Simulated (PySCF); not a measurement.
PySCF input for AlFH4O2Si, SMILES [SiH3][O][Al]([F])[OH], PBE-D3(BJ)/def2-SVP. Geometry optimised at PBE-D3(BJ)/def2-SVP. The structure was generated by enumeration; whether it is a known compound was not checked. The values are those of a single conformer.

```python
import numpy as np
from pyscf import gto, scf, dft, df
from pyscf.hessian import thermo

mol = gto.M(
    atom='''
    Al   -0.01574865    0.80093581    0.59529792
    F     0.88202957    2.17992702    0.30338052
    O    -1.03278602    0.69648601    1.95862170
    H    -1.10788881    1.43352586    2.58474242
    O     0.09552376   -0.49670403   -0.47982583
    Si    0.05321783   -1.86952799   -1.41211254
    H    -1.05117202   -2.78573385   -0.95696790
    H     1.36416205   -2.60089012   -1.30586306
    H    -0.18558671   -1.50327457   -2.85200064
    ''',
    basis='def2-SVP',
    charge=0,
    spin=0,
    max_memory=1600,
    verbose=3,
)
mf = dft.RKS(mol, xc='pbe').density_fit(auxbasis='def2-universal-jkfit')
mf.disp = 'd3bj'
mf.grids.level = 3
mf.conv_tol = 1e-11
mf.max_cycle = 100
mf.kernel()

# analytic Hessian; the response equations are solved on a coarser grid
h, args, fine = mf.Hessian(), (mf.mo_energy, mf.mo_coeff, mf.mo_occ), mf.grids
h.max_memory = max(150, 2.5e-5 * df.make_auxmol(mol, mf.with_df.auxbasis).nao * mol.nelec[0] * (mol.nelec[0] + mol.nao))  # MB; small integral blocks
h1ao = h.make_h1(mf.mo_coeff, mf.mo_occ)
mf.grids = dft.Grids(mol).set(level=1).build(with_non0tab=True)
mo1, mo_e1 = h.solve_mo1(*args, h1ao)
mf.grids = fine
hess = h.hess_elec(*args, mo1, mo_e1, h1ao) + h.hess_nuc()
if mf.do_disp():
    hess += h.get_dispersion()
for i in range(mol.natm):  # the analytic DFT Hessian lacks the response of the grid: restore translational invariance
    hess[i, i] -= hess[i].sum(axis=0)
hess = (hess + hess.transpose(1, 0, 3, 2)) / 2
vib = thermo.harmonic_analysis(mol, hess, imaginary_freq=False)
thermo.dump_normal_mode(mol, vib)
th = thermo.thermo(mf, vib['freq_au'][vib['freq_au'] > 0], 298.15, 101325)
thermo.dump_thermo(mol, th)
g0 = mf.nuc_grad_method().set(verbose=0).kernel()

# dipole derivatives [dipole axis, atom, xyz] from the same response
r, irp = mol.intor('int1e_r'), mol.intor('int1e_irp').reshape(3, 3, mol.nao, mol.nao)
sl, dm0, ok = mol.aoslice_by_atom(), np.array(mf.make_rdm1()), []
dmu = np.einsum('a,xt->xat', mol.atom_charges(), np.eye(3))
for a, (_, _, p0, p1) in enumerate(sl):
    dmu[:, a] += 2 * np.einsum('xtij,ij->xt', irp[:, :, :, p0:p1], dm0.reshape(-1, mol.nao, mol.nao).sum(0)[:, p0:p1])
    for u, c, occ, f in [(mo1, mf.mo_coeff, mf.mo_occ, 4)]:
        dmu[:, a] -= f * np.einsum('tui,xuv,vi->xt', u[a], r, c[:, occ > 0], optimize=True)
L = vib['norm_mode']
ir = 974.8801 * (np.einsum('xat,kat->kx', dmu, L) ** 2).sum(1)       # km/mol
apt = np.einsum('xax->a', dmu) / 3
print('mode   freq/cm-1   IR/(km/mol)')
for k, w in enumerate(vib['freq_wavenumber']):
    print(f'{k + 1:4d} {w:11.2f} {ir[k]:13.3f}')
print('max |gradient| / (hartree/bohr):', abs(g0).max())
print('APT charges:', apt.round(4))
```

Output:

```
converged SCF energy = -783.923299384103

WARN: DFTD3 does not support analytical Hessian, using finite difference


WARN: Mole.unit (angstrom) is changed to Bohr

Mode                                 0                   1                   2
Irrep
Freq [cm^-1]                      -17.3339             26.8753             57.8094
Reduced mass [au]                   1.0842              5.4595              5.2523
Force const [Dyne/A]               -0.0002              0.0023              0.0103
Char temp [K]                     -24.9397             38.6676             83.1748
Normal mode                   x     y     z       x     y     z       x     y     z
       0  Al                -0.00  0.00 -0.00    0.02  0.01 -0.02    0.02 -0.01  0.02
       1   F                 0.03 -0.01  0.03   -0.02  0.05  0.06   -0.05  0.02 -0.03
       2   O                -0.04  0.01 -0.03   -0.00 -0.09 -0.05   -0.03  0.02 -0.03
       3   H                -0.04  0.01 -0.02   -0.04 -0.12 -0.02   -0.10  0.05 -0.07
       4   O                 0.00  0.01 -0.01    0.10  0.07 -0.09    0.15 -0.08  0.11
       5  Si                -0.00 -0.00  0.01   -0.05 -0.03  0.05   -0.04  0.02 -0.03
       6   H                 0.35 -0.25  0.36   -0.11  0.11  0.18   -0.09  0.07 -0.04
       7   H                 0.19  0.28 -0.42   -0.11 -0.12  0.09   -0.10 -0.10 -0.20
       8   H                -0.55 -0.05  0.08   -0.06 -0.15  0.03   -0.12  0.18  0.02
Mode                                 3                   4                   5
Irrep
Freq [cm^-1]                      215.1002            240.0475            279.4824
Reduced mass [au]                   6.4273             10.3321             13.8858
Force const [Dyne/A]                0.1752              0.3508              0.6390
Char temp [K]                     309.4814            345.3749            402.1130
Normal mode                   x     y     z       x     y     z       x     y     z
       0  Al                 0.00 -0.03 -0.03    0.05  0.04 -0.04   -0.12  0.06 -0.08
       1   F                -0.06  0.04  0.12    0.01  0.09  0.05    0.06 -0.03  0.04
       2   O                 0.05  0.12  0.02    0.02 -0.07 -0.08    0.06 -0.03  0.04
       3   H                 0.18  0.24 -0.09   -0.05 -0.13 -0.02    0.11 -0.06  0.08
       4   O                 0.01 -0.04 -0.04   -0.10 -0.08  0.09    0.06 -0.03  0.04
       5  Si                -0.00 -0.05 -0.04   -0.01 -0.02 -0.00    0.00 -0.00  0.00
       6   H                -0.00 -0.04 -0.02    0.02 -0.10 -0.09   -0.02  0.02 -0.01
       7   H                -0.00 -0.06 -0.03    0.02  0.03 -0.01   -0.01 -0.04 -0.04
       8   H                -0.00 -0.06 -0.04    0.02  0.06  0.01   -0.02  0.05  0.02
Mode                                 6                   7                   8
Irrep
Freq [cm^-1]                      340.6094            496.0061            608.2820
Reduced mass [au]                   1.1187              6.8350              1.3850
Force const [Dyne/A]                0.0765              0.9907              0.3019
Char temp [K]                     490.0611            713.6423            875.1824
Normal mode                   x     y     z       x     y     z       x     y     z
       0  Al                -0.01  0.00 -0.01    0.01 -0.07 -0.06    0.01  0.00 -0.01
       1   F                 0.01 -0.01  0.01   -0.05 -0.07  0.03    0.03  0.03 -0.02
       2   O                 0.06 -0.03  0.04    0.05  0.00 -0.08   -0.08 -0.08  0.06
       3   H                -0.71  0.36 -0.50    0.15  0.08 -0.16    0.54  0.45 -0.45
       4   O                -0.01  0.01 -0.01   -0.02  0.00  0.03   -0.00 -0.00  0.00
       5  Si                -0.00  0.00 -0.00    0.00  0.09  0.07   -0.00  0.00  0.00
       6   H                 0.00 -0.00 -0.00    0.00  0.08  0.05    0.00  0.00  0.00
       7   H                 0.00  0.01  0.00    0.01  0.12  0.08    0.00  0.01  0.01
       8   H                -0.00 -0.01 -0.00    0.01  0.13  0.07    0.00  0.01  0.00
Mode                                 9                  10                  11
Irrep
Freq [cm^-1]                      707.3192            713.0443            816.1428
Reduced mass [au]                   1.1832              1.1858              6.0523
Force const [Dyne/A]                0.3488              0.3552              2.3752
Char temp [K]                    1017.6748           1025.9120           1174.2478
Normal mode                   x     y     z       x     y     z       x     y     z
       0  Al                 0.00  0.00 -0.00   -0.00  0.00  0.00   -0.01 -0.09 -0.06
       1   F                -0.00 -0.00 -0.00    0.00 -0.00  0.00    0.06  0.10 -0.02
       2   O                -0.00  0.00  0.00    0.00 -0.00  0.00   -0.05  0.02  0.09
       3   H                -0.00 -0.00  0.00   -0.00  0.00 -0.00   -0.19 -0.10  0.20
       4   O                 0.05  0.03 -0.04    0.05 -0.03  0.04   -0.00 -0.05 -0.03
       5  Si                -0.04 -0.02  0.03   -0.04  0.02 -0.03    0.00  0.03  0.02
       6   H                 0.13 -0.50 -0.52    0.12 -0.12  0.06   -0.01  0.08  0.07
       7   H                 0.13  0.29  0.08    0.16  0.45  0.46    0.03  0.09  0.07
       8   H                 0.12  0.40  0.11    0.10 -0.56 -0.20   -0.00  0.11  0.05
Mode                                12                  13                  14
Irrep
Freq [cm^-1]                      915.8666            917.3818            930.2310
Reduced mass [au]                   1.0671              1.0494             10.0606
Force const [Dyne/A]                0.5274              0.5204              5.1293
Char temp [K]                    1317.7281           1319.9081           1338.3953
Normal mode                   x     y     z       x     y     z       x     y     z
       0  Al                -0.01 -0.01  0.01   -0.00 -0.00  0.00    0.09  0.06 -0.08
       1   F                 0.01  0.01 -0.00    0.00  0.00 -0.00   -0.06 -0.08  0.02
       2   O                 0.01 -0.00 -0.01    0.00  0.00 -0.00   -0.07 -0.00  0.10
       3   H                 0.02  0.00 -0.02    0.00  0.00 -0.00   -0.11 -0.03  0.14
       4   O                -0.00 -0.00  0.00   -0.00  0.00 -0.00   -0.00 -0.01 -0.00
       5  Si                 0.02  0.02 -0.03    0.03 -0.01  0.02    0.00  0.00 -0.00
       6   H                 0.18 -0.21 -0.04   -0.45  0.30 -0.50    0.01  0.00  0.02
       7   H                -0.23 -0.34  0.60    0.16  0.26 -0.02   -0.02 -0.02  0.11
       8   H                -0.54  0.11  0.11   -0.52 -0.20  0.05   -0.08  0.05  0.02
Mode                                15                  16                  17
Irrep
Freq [cm^-1]                      970.9159           1137.1203           2160.1713
Reduced mass [au]                   1.1817             11.8216              1.0339
Force const [Dyne/A]                0.6563              9.0062              2.8424
Char temp [K]                    1396.9318           1636.0630           3108.0056
Normal mode                   x     y     z       x     y     z       x     y     z
       0  Al                 0.01 -0.01 -0.01    0.01 -0.06 -0.05    0.00 -0.00 -0.00
       1   F                 0.00  0.00  0.00    0.01  0.01 -0.00    0.00  0.00  0.00
       2   O                -0.01  0.00  0.02   -0.01  0.00  0.01   -0.00  0.00  0.00
       3   H                -0.02 -0.00  0.02   -0.03 -0.02  0.03   -0.00  0.00  0.00
       4   O                -0.00 -0.02 -0.01   -0.00  0.17  0.13   -0.00  0.00  0.00
       5  Si                 0.00  0.06  0.04   -0.00 -0.04 -0.03    0.02  0.02 -0.01
       6   H                 0.14 -0.33 -0.39    0.02 -0.06 -0.06   -0.70 -0.58  0.29
       7   H                -0.20 -0.36 -0.33   -0.03 -0.07 -0.06    0.16 -0.08  0.00
       8   H                 0.01 -0.52 -0.11   -0.00 -0.09 -0.03   -0.01  0.03 -0.12
Mode                                18                  19                  20
Irrep
Freq [cm^-1]                     2162.7958           2163.7003           3813.5035
Reduced mass [au]                   1.0383              1.0501              1.0676
Force const [Dyne/A]                2.8617              2.8964              9.1480
Char temp [K]                    3111.7815           3113.0830           5486.7825
Normal mode                   x     y     z       x     y     z       x     y     z
       0  Al                 0.00  0.00  0.00    0.00 -0.00 -0.00   -0.00 -0.00  0.00
       1   F                -0.00 -0.00 -0.00    0.00  0.00 -0.00   -0.00 -0.00  0.00
       2   O                 0.00 -0.00 -0.00   -0.00  0.00  0.00    0.01 -0.04 -0.04
       3   H                 0.00 -0.00 -0.00   -0.00  0.00  0.00   -0.09  0.72  0.64
       4   O                -0.00 -0.00 -0.00   -0.00  0.00  0.00   -0.00  0.00  0.00
       5  Si                 0.03 -0.01 -0.01    0.02 -0.02  0.03    0.00 -0.00 -0.00
       6   H                -0.15 -0.13  0.07    0.03  0.00  0.01    0.00  0.00  0.00
       7   H                -0.74  0.41 -0.07   -0.40  0.21 -0.02   -0.00  0.00  0.00
       8   H                 0.08 -0.11  0.42   -0.13  0.21 -0.83    0.00  0.00  0.00
temperature 298.1500 [K]
pressure 101325.00 [Pa]
Rotational constants [GHz] 6.05566 1.47960 1.20623
Symmetry number 1
Zero-point energy (ZPE) 0.04482 [Eh]   117667.113 [J/mol]
                           tot       elec      trans        rot        vib
Entropy [J/mol/K]       365.484      0.000    167.380    116.267     81.838
Cv [J/mol/K]             98.053      0.000     12.472     12.472     73.110
Cp [J/mol/K]            106.368      0.000     20.786     12.472     73.110
Internal energy [J/mol]                      3718.434   3718.434 129340.088
Internal energy [Eh]   -783.87120  -783.92330
Enthalpy [J/mol]                             6197.391   3718.434 129340.088
Enthalpy [Eh]          -783.87026
Gibbs free energy [J/mol]                  -43706.812 -30946.524 104940.209
Gibbs free energy [Eh] -783.91176
mode   freq/cm-1   IR/(km/mol)
   1      -17.33         0.012
   2       26.88         1.630
   3       57.81         1.481
   4      215.10        42.257
   5      240.05        13.081
   6      279.48        65.895
   7      340.61       120.880
   8      496.01        10.875
   9      608.28       124.359
  10      707.32        53.578
  11      713.04        55.805
  12      816.14        74.420
  13      915.87        50.256
  14      917.38        72.169
  15      930.23       128.243
  16      970.92       338.709
  17     1137.12       509.953
  18     2160.17       109.532
  19     2162.80       124.302
  20     2163.70       147.778
  21     3813.50        90.648
max |gradient| / (hartree/bohr): 0.0001427166915687766
APT charges: [ 1.7135 -0.599  -0.7872  0.2912 -1.2408  1.4696 -0.2821 -0.2828 -0.2823]
```

The calculation finished and met its thresholds. The end point has an imaginary mode, so it is no minimum.

Cost: about 120 core-seconds (a rough figure).
